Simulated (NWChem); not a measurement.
Molecule: BI3; SMILES IB(I)I

Program: NWChem. The geometry was optimised at PBE0/def2-SVP. def2 effective core potentials on I; no spin-orbit coupling. B3LYP is NWChem's, with the RPA form of VWN correlation.

Estimate the computed values for B3LYP/def2-SVP (core potentials). Quantities: highest occupied level (eV); orbital gap (eV).


```json
{
  "highest occupied level (eV)": "-7.02",
  "orbital gap (eV)": "4.49"
}
```
